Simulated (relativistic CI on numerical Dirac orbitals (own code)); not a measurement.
## Crystal-field levels of Rh⁷⁺, 4d2

Calculated by Dirac-Coulomb-Breit CI, orbitals from a KLI potential per configuration, QED by a radiative potential, one configuration in a parametric crystal field, unscaled Slater integrals (own radial code). With so little scaling, terms lie 10 to 35 % too far apart, which can change the order of excited levels.

Field parameters in Wybourne normalisation: D4h B²₀ = −7Ds, B⁴₀ = 21(Dq − Dt), B⁴₄ = 21√(5/14) Dq. The field is a parameter set, without covalency.

S is read from ⟨S²⟩ = S(S + 1).

Levels (cm⁻¹, degeneracy): 0 (1), 286 (2), 492 (1), 689 (1), 3070 (2), 3385 (1), 4367 (1), 17612 (1), 18224 (1), 18339 (2), 19197 (1), 29799 (1).

(1) Which field gives this pattern?
A. D4h, 10Dq = 30650, Ds = -1500, Dt = -70 cm⁻¹
B. D4h, 10Dq = 30650, Ds = -1090, Dt = -70 cm⁻¹
C. D4h, 10Dq = 30650, Ds = 3000, Dt = -70 cm⁻¹
D. D4h, 10Dq = 30650, Ds = 140, Dt = -70 cm⁻¹

Answers

(1) D. D4h, 10Dq = 30650, Ds = 140, Dt = -70 cm⁻¹, ground level with S = 0.99.
